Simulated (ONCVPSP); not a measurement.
## Transferability test, ONCV potential for Re (Z = 75)

Re (Z = 75), optimised norm-conserving Vanderbilt (ONCV), made with ONCVPSP 4.0.1 (PBE, scalar-relativistic). Core [Kr] 4d10 4f14, reference 5s2 5p6 5d5 6s1 6p1. Waves: 5s+6s: rc 1.65 bohr, ncon 3, nbas 8, qcut 5.7 1/bohr, 2 projectors; 5p+6p: rc 1.55 bohr, ncon 3, nbas 7, qcut 8.9 1/bohr, 2 projectors; 5d: rc 1.60 bohr, ncon 4, nbas 8, qcut 5.2 1/bohr, 2 projectors, debl 3.5 Ha. Local part: polynomial inside 1.50 bohr (lpopt 5, dvloc0 0 Ha). Core correction: Teter function, fcfact 5, rcfact 1.4.

Energies are relative to the spin-unpolarised reference configuration 5s2 5p6 5d5 6s1 6p1; without spin polarisation the order of configurations can differ from experiment.

```csv
valence configuration,charge,ΔE all-electron (eV),error AE − PS (meV)
5s2 5p6 5d5 6s1 6p0,+1,4.463,-1.7
5s2 5p6 5d5 6s0 6p0,+2,20.785,-8.9
```

Q: What are ΔE and the potential's error for 5s2 5p5 5d5 6s2 6p0?

A: ΔE = 48.132 eV all-electron; the error (AE − PS) is -119 meV.

Q: What are ΔE and the potential's error for 5s2 5p6 5d5 6s2 6p0?

A: ΔE = -4.786 eV all-electron; the error (AE − PS) is -0.7 meV.

Levels in the configuration 5s2 5p5 5d5 6s2 6p0:

```
level  all-electron (eV)  pseudo (eV)
   5s            -98.067      -98.384
   5p            -59.302      -59.442
   5d            -15.895      -15.918
   6s            -13.973      -13.979
```
